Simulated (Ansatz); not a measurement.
A made-up structure of AlHIO, doublet:

O1  (-1.633, -1.035, 0.310)
Al2  (-0.167, 0.152, -0.109)
I3  (2.268, -0.766, 0.777)
H4  (-0.468, 1.649, -0.978)
(Å)

It is relaxed with PBE-D4/def2-SVP and then PBE0-D4/def2-TZVP (Ansatz 0.2.0). Atoms count as bonded within 1.22 times the sum of their covalent radii (H–H: 0.88 Å). The end point is not checked to be a true minimum.

Problem. Does its bonding change? (Judge from chemistry; the calculation decides.)

Solution. The calculation gives: No: no bond forms or breaks.

Where it ends: The first stage lowers the energy by 0.80 eV in 7 steps. It ends as AlHIO ([O][AlH][I]):
| atom | x (Å) | y (Å) | z (Å) |
| --- | --- | --- | --- |
| O1 | -1.4572 | -0.9245 | 0.2772 |
| Al2 | -0.1493 | 0.1352 | -0.0976 |
| I3 | 2.0257 | -0.6824 | 0.6935 |
| H4 | -0.4192 | 1.4717 | -0.8731 |

Labels in which every atom is bracketed show which atoms are joined, not bond orders.

For scale, one of the runs: PBE0-D4/def2-TZVP relaxation, 124 basis functions, launched by `ansatz run in.yaml --threads 2 --pin off --events-out ev --progress --plain --max-ram 4352MiB`. The run took about 42 s on 2 CPU threads of an Arm Neoverse V2 (shared host).
